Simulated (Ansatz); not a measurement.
[Cu(NH3)2]+ (CuN₂H₆⁺). The state is a triplet with charge 1. Geometry PBE0-D4/def2-TZVP, that of the charge +1 singlet; atoms count from 1.

Cartesian coordinates in Å:
```
Cu 0.0000 0.0000 0.0000
N 0.3090 -0.2576 -1.8812
H -0.5564 -0.3983 -2.3975
H 0.8936 -1.0691 -2.0675
H 0.7750 0.5402 -2.3073
N -0.3090 0.2576 1.8812
H -0.8426 1.1027 2.0713
H 0.5588 0.3378 2.4062
H -0.8285 -0.5132 2.2948
```

At PBE0-D4/def2-TZVP a singlet of charge 1 lies 4.69 eV below the triplet at the same geometry.

Problem. Estimate the Mulliken populations from the PBE0/def2-TZVP orbitals of Ansatz.

Solution. 
```
atom  charge (e)  spin (α − β)  d electrons
 Cu1       -0.14          1.87         9.28
  N2       -0.31          0.00            –
  H3        0.29          0.02            –
  H4        0.29          0.02            –
  H5        0.29          0.02            –
  N6       -0.31          0.00            –
  H7        0.29          0.02            –
  H8        0.29          0.02            –
  H9        0.29          0.02            –
```
Mulliken values depend strongly on the basis.

Problem. Where does the spin sit?

Solution. Summed by element: Cu 1.87, N -0.01, H 0.14, of 2 unpaired in all. Largest on single atoms: Cu1 1.87, H3 0.02, H4 0.02.
